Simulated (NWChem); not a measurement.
All runs are NWChem calculations. System: H8Si3, charge 0, spin multiplicity 3, displaced from the optimised geometry. The structure started from a generated list of species. Its SCF solution wasn't tested for a lower state. Level: ULDA (SVWN5)/def2-SVP.

NWChem printed:

```
             Northwest Computational Chemistry Package (NWChem) 7.3.0
             --------------------------------------------------------

                                NWChem Input Module
                                -------------------

 Scaling coordinates for geometry "geometry" by  1.889725989
 (inverse scale =  0.529177249)

 Turning off AUTOSYM since
 SYMMETRY directive was detected!

                             Geometry "geometry" -> ""
                             -------------------------

 Output coordinates in angstroms (scale by  1.889725989 to convert to a.u.)

  No.       Tag          Charge          X              Y              Z
 ---- ---------------- ---------- -------------- -------------- --------------
    1 Si                  14.0000     0.10080400    -2.38543800    -0.16860000
    2 Si                  14.0000     0.00000000     0.00000000     0.44577300
    3 Si                  14.0000    -0.10080400     2.38543800    -0.16860000
    4 H                    1.0000     0.11679200    -2.52910100    -1.70154300
    5 H                    1.0000     1.38460500    -3.00836500     0.39878800
    6 H                    1.0000    -1.13402000    -3.11292900     0.38277300
    7 H                    1.0000    -1.57663200    -0.06549600     0.15997600
    8 H                    1.0000     1.57663200     0.06549600     0.15997600
    9 H                    1.0000     1.13402000     3.11292900     0.38277300
   10 H                    1.0000    -1.38460500     3.00836500     0.39878800
   11 H                    1.0000    -0.11679200     2.52910100    -1.70154300

 Effective nuclear repulsion energy (a.u.)     179.8753107795

            Nuclear Dipole moment (a.u.)
            ----------------------------
        X                 Y               Z
 ---------------- ---------------- ----------------
    -0.0000000000    -0.0000000000     0.0000188973

      Symmetry information
      --------------------

 Group name             C2
 Group number              4
 Group order               2
 No. of unique centers     6

      Symmetry unique atoms

     1    2    4    5    6    7


 Summary of "ao basis" -> "" (spherical)
 ------------------------------------------------------------------------------
       Tag                 Description            Shells   Functions and Types
 ---------------- ------------------------------  ------  ---------------------
 *                          def2-svp                  on all atoms
[...]
     2   1 0 1     -0.000000     -0.000000      0.000000      0.000000
     2   0 2 0    -34.777693   -398.230484   -385.082506    748.535296
     2   0 1 1     -0.000000      0.000000     -0.000000      0.000000
     2   0 0 2    -35.242764    -39.602695    -31.460319     35.820249

            General Information
            -------------------
          SCF calculation type: DFT
          Wavefunction type:  spin polarized.
          No. of atoms     :    11
          No. of electrons :    50
           Alpha electrons :    26
            Beta electrons :    24
          Charge           :     0
          Spin multiplicity:     3
          Use of symmetry is: on ; symmetry adaption is: on
          Maximum number of iterations: 100
          This is a Direct SCF calculation.
          AO basis - number of functions:    94
                     number of shells:    48
          Convergence on energy requested:  1.00D-06
          Convergence on density requested:  1.00D-05
          Convergence on gradient requested:  5.00D-04

              XC Information
              --------------
                        Slater Exchange Functional  1.000 local
                      VWN V Correlation Functional  1.000 local

             Grid Information
             ----------------
          Grid used for XC integration:  medium
          Radial quadrature: Mura-Knowles
          Angular quadrature: Lebedev.
          Tag              B.-S. Rad. Rad. Pts. Rad. Cut. Ang. Pts.
          ---              ---------- --------- --------- ---------
          Si                  1.10       88          13.0       590
          H                   0.35       45          14.0       434
          Grid pruning is: on
          Number of quadrature shells:   356
          Spatial weights used:  Erf1

          Convergence Information
          -----------------------
          Convergence aids based upon iterative change in
          total energy or number of iterations.
          Levelshifting, if invoked, occurs when the
          HOMO/LUMO gap drops below (HL_TOL):  1.00D-02
          DIIS, if invoked, will attempt to extrapolate
          using up to (NFOCK): 10 stored Fock matrices.

                    Damping( 0%)  Levelshifting(0.5)       DIIS
                  --------------- ------------------- ---------------
          dE  on:    start            ASAP                start
          dE off:    2 iters        100 iters           100 iters

      Screening Tolerance Information
      -------------------------------
          Density screening/tol_rho:  1.00D-10
          AO Gaussian exp screening on grid/accAOfunc:  14
          CD Gaussian exp screening on grid/accCDfunc:  20
          XC Gaussian exp screening on grid/accXCfunc:  20
          Schwarz screening/accCoul:  1.00D-08

                            NWChem DFT Gradient Module
                            --------------------------

  charge          =   0.00
  wavefunction    = open shell

  Using symmetry

                         DFT ENERGY GRADIENTS

    atom               coordinates                        gradient
                 x          y          z           x          y          z
   1 Si      0.190492  -4.507824  -0.318608    0.000065  -0.001796  -0.000211
   2 Si      0.000000   0.000000   0.842389    0.000000   0.000000   0.005974
   3 Si     -0.190492   4.507824  -0.318608   -0.000065   0.001796  -0.000211
   4 H       0.220705  -4.779308  -3.215450    0.000097  -0.000913  -0.008744
   5 H       2.616524  -5.684986   0.753600    0.007290  -0.003785   0.003244
   6 H      -2.142987  -5.882583   0.723336   -0.006995  -0.004383   0.003143
   7 H      -2.979402  -0.123769   0.302311   -0.008216  -0.000341  -0.000419
   8 H       2.979402   0.123769   0.302311    0.008216   0.000341  -0.000419
   9 H       2.142987   5.882583   0.723336    0.006995   0.004383   0.003143
  10 H      -2.616524   5.684986   0.753600   -0.007290   0.003785   0.003244
  11 H      -0.220705   4.779308  -3.215450   -0.000097   0.000913  -0.008744

                 ----------------------------------------
                 |  Time  |  1-e(secs)   |  2-e(secs)   |
                 ----------------------------------------
                 |  CPU   |       0.01   |       0.65   |
                 ----------------------------------------
                 |  WALL  |       0.01   |       0.65   |
                 ----------------------------------------

 Task  times  cpu:        4.9s     wall:        4.9s

 Total times  cpu:        5.0s     wall:        5.0s
```

Q: Write an NWChem input that would produce this output.

A: This is not unique; one that fits is 
```
start mol
memory heap 200 mb stack 800 mb global 1000 mb
geometry units angstroms nocenter noautoz
  Si     0.100804    -2.385438    -0.168600
  Si     0.000000     0.000000     0.445773
  Si    -0.100804     2.385438    -0.168600
  H      0.116792    -2.529101    -1.701543
  H      1.384605    -3.008365     0.398788
  H     -1.134020    -3.112929     0.382773
  H     -1.576632    -0.065496     0.159976
  H      1.576632     0.065496     0.159976
  H      1.134020     3.112929     0.382773
  H     -1.384605     3.008365     0.398788
  H     -0.116792     2.529101    -1.701543
  symmetry group C2
end
basis spherical
  * library def2-svp
end
dft
  xc slater vwn_5
  odft
  mult 3
  iterations 100
  direct
end
task dft gradient
```
